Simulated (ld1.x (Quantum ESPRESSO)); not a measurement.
## oxygen (O): one change to a TM potential, before and after

- Element: O (Z = 8)
- Generator: ld1.x (Quantum ESPRESSO) 7.5
- Type: norm-conserving Troullier–Martins (Kleinman–Bylander form)
- Functional: PBE
- Relativity: scalar-relativistic
- Frozen core: [He]
- Valence charge: 6
- Reference configuration: 2s2 2p4
- Partial waves: 2p (bound): rc 1.30 bohr; 2s (bound): rc 0.80 bohr
- Local potential: the s channel
- Core correction: none

All-electron outer shells of the reference configuration (PBE, scalar-relativistic, ld1.x):

```json
{"shell": "1s", "level (eV)": "-514.70", "outermost node (bohr)": "–", "outermost maximum (bohr)": "0.13"}
{"shell": "2s", "level (eV)": "-23.96", "outermost node (bohr)": "0.28", "outermost maximum (bohr)": "0.87"}
{"shell": "2p", "level (eV)": "-9.03", "outermost node (bohr)": "–", "outermost maximum (bohr)": "0.82"}
```

Change: wave 2s (bound): rc 0.80 bohr becomes 2s (bound): rc 0.64 bohr.

Cutoffs: the cutoffs (Ry, on a coarse ladder) from which the occupation-weighted sum of valence levels, in a spherical-Bessel basis at the reference potential, stays within 10 and 1 mRy of its value at 400 Ry; they do not see the model core or the augmentation charge, which bear on the density cutoff. Errors are all-electron minus pseudo energies relative to the spin-unpolarised reference configuration.

Question: What does the change do?

Answer: Of the 7 tests that both files solve, the error grows in 2 and shrinks in 1 by more than 15 % and 0.3 meV (median size 36.2 → 45.8 meV); neither file shows a bound ghost.

| quantity | base | changed |
| --- | --- | --- |
| cutoff, loose | 90 Ry | 160 Ry |
| cutoff, tight | 200 Ry | over 300 Ry |
| loose cutoff by channel (10 mRy a level) | p 60 Ry, s 70 Ry | p 60 Ry, s 140 Ry |
| bound ghosts | none | none |
| error for 2s2 2p3, meV [ΔE 16.43 eV] | +6.9 | +7.6 |
| error for 2s2 2p2, meV [ΔE 50.02 eV] | +89 | +94 |
| error for 2s2 2p1, meV [ΔE 103.89 eV] | +443 | +464 |
| error for 2s0 2p6, meV [ΔE 29.94 eV] | +36 | +46 |
| error for 2s2 2p0, meV [ΔE 180.79 eV] | +1501 | +1557 |
| error for 2s1 2p4, meV [ΔE 31.66 eV] | -19 | -16 |
| error for 2s1 2p5, meV [ΔE 14.95 eV] | +9.1 | +13 |
| s: phases at 1.40 bohr within 0.05 rad from the reference energy up to (Ry; the scan ends near 5) | to the end of the scan | to the end of the scan |
| p: phases at 1.40 bohr within 0.05 rad from the reference energy up to (Ry; the scan ends near 5) | to the end of the scan | to the end of the scan |
